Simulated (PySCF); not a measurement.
## Ti (titanium, neutral): LDA calculation

Configuration: [Ar] 3d2 4s2, high-spin 3F determinant. Calculation: PySCF 2.14, in aug-cc-pVDZ; the non-relativistic Hamiltonian (point nucleus).

| Quantity | Value |
| --- | --- |
| Total energy | -847.290 hartree |
| One-electron energy | -1162.612 hartree |
| Hartree (Coulomb) energy | 355.223 hartree |
| Exchange-correlation energy | -39.901 hartree |
| Kinetic energy | 847.83702 hartree |
| ⟨S²⟩ | 2.0028 |
| ⟨L²⟩ | 12.001 |
| Sum of ⟨r⟩ | 21.31 bohr |
| Sum of ⟨r²⟩ | 47.11 bohr² |
| Density at the nucleus (Gaussians lack the cusp) | 7080 bohr⁻³ |
| Spin density at the nucleus | 0.384 bohr⁻³ |
| Langevin diamagnetic susceptibility | -37.3 ×10⁻⁶ cm³/mol |
| Time after the integrals | 0.83 s of wall time on 1 thread of Neoverse-N1 (shared host) |

| shell | electrons | mean orbital energy (hartree) | rms radius, mean of both spins (bohr) |
| --- | --- | --- | --- |
| 1s α | 1 | -177.26479 | 0.0813 |
| 1s β | 1 | -177.26430 | 0.0813 |
| 2s α | 1 | -19.47583 | 0.357 |
| 2s β | 1 | -19.45480 | 0.357 |
| 2p α | 3 | -16.30229 | 0.323 |
| 2p β | 3 | -16.28573 | 0.323 |
| 3s α | 1 | -2.28422 | 1.09 |
| 3s β | 1 | -2.22364 | 1.09 |
| 3p α | 3 | -1.44733 | 1.19 |
| 3p β | 3 | -1.38773 | 1.19 |
| 3d α | 2 | -0.19707 | 1.79 |
| 4s α | 1 | -0.17301 | 3.80 |
| 4s β | 1 | -0.15627 | 3.80 |
